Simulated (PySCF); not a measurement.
Compound: C₂H₇BCl (charge -1).
Numbering: `[CH3:1][BH2-:2][CH2:3][Cl:4]` (hydrogens: H5, H6, H7 on C1; H8, H9 on B2; H10, H11 on C3)

The calculation used PySCF 2.14.0, PBE0-D3(BJ)/def2-SVP geometry optimisation, gas phase.

Question: List the bond lengths, angles and torsions at this level.

Answer: 
```tsv
bond	length (bohr)
C1–B2	3.109
B2–C3	3.085
C3–Cl4	3.476
C1–H5, C1–H6, C1–H7	2.095
B2–H8, B2–H9	2.362
C3–H10, C3–H11	2.087
```

Bonds in one row agree within 0.02 bohr and their mean is given. A selection of angles:
```tsv
angle	degrees
B2–C1–H5	113.1
B2–C1–H7	111.7
H5–C1–H6	106.1
C1–B2–C3	107.9
C1–B2–H8	110.4
C3–B2–H8	109.5
H8–B2–H9	108.9
B2–C3–Cl4	115.3
B2–C3–H10	113.0
Cl4–C3–H10	103.7
H10–C3–H11	107.0
```

Torsions: C1–B2–C3–Cl4 180° (antiperiplanar).

B2 (four-coordinate boron) is tetrahedral (angles from 107.9° to 110.5°). The 4 heavy atoms lie in one plane (0.002 Å rms).

Point group: Cs (every atom within 0.08 Å of its image). PBE0-D3(BJ)/def2-SVP frequencies: not computed here.

Time: 24 s wall; peak memory 0.37 GiB. Hardware: one thread of an Arm Neoverse V1, no GPU (shared host). This is the geometry optimisation.

One conformer stands for the species.
